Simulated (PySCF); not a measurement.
Computed IR spectrum (relative IR intensity) of a molecule C4H3ClF2. Coordinates come from a B3LYP-D3(BJ)/def2-SVP optimisation. One conformer was computed; it need not be the lowest. All values below come from PySCF 2.14.0 with B3LYP-D3(BJ)/def2-SVP. Frequencies are harmonic and unscaled.

Lines under 2 % of the strongest are left out, and lines within 2 cm⁻¹ are merged.

ν (cm⁻¹): 226 (vw), 488 (w), 568 (w), 633 (w), 730 (w), 738 (w), 743 (m), 818 (m), 901 (w), 1089 (s), 1123 (vs), 1208 (s), 1289 (vs), 1306 (w), 1441 (w), 2248 (m), 3097 (w), 3467 (m) (against the strongest line: vs over 80 %, s over 45 %, m over 15 %, w over 4 %, vw less)

Pick the molecule that these values belong to.
A. C#CC(F)(F)CCl
B. F/C=C/C=C(\F)Cl
C. C=C=CC(F)(F)Cl
D. F/C=C\C(F)=C/Cl

A, C#CC(F)(F)CCl
